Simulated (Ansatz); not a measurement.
## CCSD(T) forces

CHLiOSi, closed shell, displaced at random from a GFN2-xTB minimum.

| atom | x (Å) | y (Å) | z (Å) |
| --- | --- | --- | --- |
| Li1 | -1.4615 | -2.4765 | 1.0299 |
| O2 | -0.8982 | -1.0925 | 0.5485 |
| Si3 | 0.0419 | 0.2646 | -0.1105 |
| C4 | 0.6323 | 1.7832 | -0.6318 |
| H5 | 1.4349 | 1.4677 | -1.1858 |

Ansatz 0.2.0; basis: def2-TZVPP; cores frozen in the correlated methods. The outer core shell of Li, Na, Mg and K is correlated.

CCSD(T) forces from the calculation:
```json
{"atom": "Li1", "Fx": "-0.453", "Fy": "-1.049", "Fz (eV/Å)": "0.377"}
{"atom": "O2", "Fx": "2.674", "Fy": "4.901", "Fz (eV/Å)": "-1.922"}
{"atom": "Si3", "Fx": "-2.046", "Fy": "-3.568", "Fz (eV/Å)": "1.392"}
{"atom": "C4", "Fx": "-2.896", "Fy": "0.107", "Fz (eV/Å)": "2.024"}
{"atom": "H5", "Fx": "2.721", "Fy": "-0.390", "Fz (eV/Å)": "-1.871"}
```

**Question.** Which atom feels the largest CCSD(T) force, and how large is it?

**Answer.** O2, 5.90 eV/Å, along (0.45, 0.83, -0.33).

Root-mean-square difference of the force components from those of CCSD(T): PBE0-D4 0.227; wB97M-V 0.271; r2SCAN-D4 0.188; PBE-D4 0.272; r2SCANh-D4 0.216; CAM-B3LYP-D4 0.328 eV/Å.

The T1 diagnostic stays at or below 0.026. The T1 diagnostic is large here, which may signal multireference character or strong orbital relaxation, so CCSD(T) is less sure. The restricted Hartree–Fock reference is unstable towards an unrestricted one here. These are differences at one structure, and CCSD(T) in triple zeta is itself an approximation.

For scale, one of the runs: CCSD(T)/def2-TZVPP forces, 137 basis functions (an equivalent command: `ansatz run in.yaml --threads 4`). Time: 35 s of wall clock on 4 CPU threads; the host was shared. Peak host memory: 1.4 GiB.
